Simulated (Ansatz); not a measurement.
Harmonic frequencies (cm⁻¹) at PBE0-D4/def2-TZVP from Ansatz: 145, 382, 502, 621, 774, 957, 1214, 1854, 3224.

(1) Which molecule is it?
A. `B[O][GaH2]`
B. `N#C[SiH2]P`
C. `S=C=CCl`
D. `F[SiH]1CC1=S`

Answers

(1) C.
